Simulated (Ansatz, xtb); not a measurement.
## GeH4NO: which of two conformers lies lower

Structure a is `[NH2][GeH][OH]`, a doublet and structure b is `[NH2][GeH][OH]`, a doublet. Both are isolated molecules in the gas phase, relaxed with B3LYP-D3(BJ)/def2-SVP.

a (Å):

```xyz
7

Ge    0.0405   -0.3503   -0.3312
N     1.5902    0.2005    0.5060
O    -0.1474    0.9607   -1.5587
H     1.9511   -0.4058    1.2406
H    -1.0198    0.9411   -1.9743
H     0.4230   -1.7167   -1.0286
H     1.5993    1.1684    0.8249
```

b (Å):

```yaml
atoms:
  - { symbol: Ge, position_ang: [-0.5105, -0.9243, 0.4942] }
  - { symbol: N, position_ang: [-1.4829, 0.5741, -0.0399] }
  - { symbol: O, position_ang: [1.2188, -0.5773, 0.1160] }
  - { symbol: H, position_ang: [1.6534, -0.0541, 0.8022] }
  - { symbol: H, position_ang: [-0.9053, -2.0438, -0.5257] }
  - { symbol: H, position_ang: [-1.1955, 1.4630, 0.3698] }
  - { symbol: H, position_ang: [-2.4952, 0.4856, 0.0559] }
```

Question: Estimate which is lower in electronic energy at CCSD(T)/def2-SVP + ΔMP2/def2-TZVPP, and by roughly how much.

Answer: Too close to call at this level: CCSD(T)/def2-SVP + ΔMP2/def2-TZVPP gives E(b) − E(a) = +2.34 kJ/mol.

The same difference at several levels:

| level | geometry | E(b) − E(a) (kJ/mol) | departure from the last row (kJ/mol) | job, with rough time for the two |
| --- | --- | --- | --- | --- |
| B3LYP-D3(BJ)/def2-SVP | B3LYP-D3(BJ)/def2-SVP | +2.34 | 0.00 | optimisation, 71 s |
| HF/def2-SVP | B3LYP-D3(BJ)/def2-SVP | +2.57 | +0.23 | part of the CCSD(T) run |
| MP2/def2-SVP | B3LYP-D3(BJ)/def2-SVP | +2.41 | +0.07 | part of the CCSD(T) run |
| CCSD(T)/def2-SVP | B3LYP-D3(BJ)/def2-SVP | +2.01 | −0.33 | single point |
| CCSD(T)/def2-SVP + ΔMP2/def2-TZVPP | B3LYP-D3(BJ)/def2-SVP | +2.34 |  | single point, 34 s |

The largest departure from CCSD(T)/def2-SVP + ΔMP2/def2-TZVPP is that of CCSD(T)/def2-SVP, 0.33 kJ/mol. Levels run at GFN2-xTB geometries aren't shown. The last row adds to CCSD(T) the change of the MP2 difference between the two basis sets, here +0.33 kJ/mol.

With harmonic frequencies from B3LYP-D3(BJ)/def2-SVP (ideal gas, rigid rotor, one conformer each, 298.15 K, 1 atm): on the last row, ΔE + ΔZPE = +2.12, ΔH = +2.57, ΔG = +0.99 kJ/mol.

Open shells are spin-unrestricted. The correlated steps freeze 11 core orbitals; the filled d shell of Ge is correlated, in a basis made for valence electrons. Codes used: Ansatz 0.2.0; the last row on 1 thread of Intel(R) Xeon(R) 6975P-C (Granite Rapids) on a shared host.
